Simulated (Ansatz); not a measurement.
Frontier orbitals of C$_{2}$H$_{6}$InN.

| atom | x (Å) | y (Å) | z (Å) |
| --- | --- | --- | --- |
| N1 | 1.2244 | 0.0813 | 0.4371 |
| C2 | 0.2378 | 0.8276 | -0.1279 |
| C3 | -1.0811 | 0.7064 | 0.1128 |
| In4 | -0.4483 | -1.7319 | -1.4589 |
| H5 | 2.1665 | 0.1589 | 0.1047 |
| H6 | 0.9717 | -0.7486 | 0.9561 |
| H7 | 0.5881 | 1.5603 | -0.8495 |
| H8 | -1.4632 | 0.0328 | 0.8696 |
| H9 | -1.7731 | 1.3632 | -0.3941 |
| H10 | -0.4229 | -2.2502 | 0.3502 |

The species carries charge 0 and has multiplicity 1. Correlated methods include outer-core shells of In, which these sets cover unevenly. In: def2 effective core potential. The bonds changed during the relaxation, so this is another structure than the one it started from. Geometry: relaxed with PBE0-D4/def2-TZVP. It is one conformer, not always the lowest. Basis def2-TZVPP, Ansatz.

Orbital energies of one run (eV). Highest occupied ones, from the top: -6.49, -7.95, -10.45, -12.27, -12.81, -13.49, -15.29, -17.08, -18.60, -21.46, -21.49, -21.50, -21.71, -21.73. Empty: -0.47, 0.21, 1.47, 1.72, 2.02, 2.62.

Which functional gave them?
A. r2SCAN0
B. CAM-B3LYP
C. B97M-V
D. B3LYP

B. HOMO energies: CAM-B3LYP -6.49, B97M-V -4.51, r2SCAN0 -5.43, B3LYP -5.16 eV.

B3LYP here is the variant with VWN-RPA as its local correlation; programs differ in this.
